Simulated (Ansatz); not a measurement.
Reaction: H2BO2 (SMILES [O]BO, doublet) → H2BO2 (SMILES O[B]O, doublet)
Each species at its own B3LYP-D3(BJ)/def2-TZVP minimum (Ansatz, an electronic-structure program), one conformer.

Wanted: isomerisation energy (electronic), in kcal/mol. UHF or UKS for unpaired electrons; spin-orbit terms are left out. CBS(X,Y): correlation extrapolated as X^-3, Hartree-Fock from the larger set. A bracket is a step between two methods taken in the basis named. Functionals run without relativity, which enters their misses. Double hybrids freeze cores in their MP2 part. '+ core + X2C': CCSD(T) terms for core correlation (cc-pwCVTZ) and scalar relativity (cc-pVTZ-DK).

CCSD(T)/CBS(cc-pVTZ,cc-pVQZ) + [CCSDT(Q) - CCSD(T)]/cc-pVDZ + core + X2C (Ansatz) gives -5.0 kcal/mol.

Q: What does PBE/def2-TZVPD (Ansatz) give here, and how do the other levels compare?

A: PBE gives -3.5 kcal/mol, 1.5 kcal/mol above it. Differences of the others: r2SCAN/def2-TZVPD (Ansatz) 1.9; B3LYP/def2-TZVPD (Ansatz) 3.8; PBE0/def2-TZVPD (Ansatz) 1.3; wB97M-V/def2-TZVPD (Ansatz) 3.4; B2PLYP/def2-TZVPD (Ansatz) 1.4; CCSD(T)/CBS(cc-pVTZ,cc-pVQZ) + core + X2C (Ansatz) -0.1 kcal/mol. Nearer than PBE: PBE0/def2-TZVPD, B2PLYP/def2-TZVPD, CCSD(T)/CBS(cc-pVTZ,cc-pVQZ) + core + X2C.
